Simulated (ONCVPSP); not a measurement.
## Transferability test, ONCV potential for Ni (Z = 28)

Ni, optimised norm-conserving Vanderbilt (ONCV), made with ONCVPSP 4.0.1 (BLYP, scalar-relativistic). Core [Ar], reference 3d8 4s1.5 4p0.5. Waves: 4s: rc 2.30 bohr, ncon 5, nbas 8, qcut 2.3 1/bohr, 2 projectors, debl 2.9 Ha; 4p: rc 2.45 bohr, ncon 3, nbas 6, qcut 3.3 1/bohr, 1 projector; 3d: rc 0.75 bohr, ncon 5, nbas 8, qcut 15 1/bohr, local. Local part: the d channel. Core correction: Teter function, fcfact 4.75, rcfact 1.2.

Energies are relative to the spin-unpolarised reference configuration 3d8 4s1.5 4p0.5; without spin polarisation the order of configurations can differ from experiment. Not all tests gave a result: 1 of 4 tests not solved or not reliable.

```tsv
valence configuration	charge	ΔE all-electron (eV)	error AE − PS (meV)
3d8 4s2 4p0	0	-2.256	+0.6
3d8 4s1 4p0	+1	7.093	+0.2
3d8 4s1 4p1	0	2.359	+0.1
```

Note: ghosts flagged at negative energy: s at -491.0 eV, p at -257.8 eV; GHOST(+) flagged for s at 90.0 eV. A true bound ghost makes a file unfit for plane-wave use.
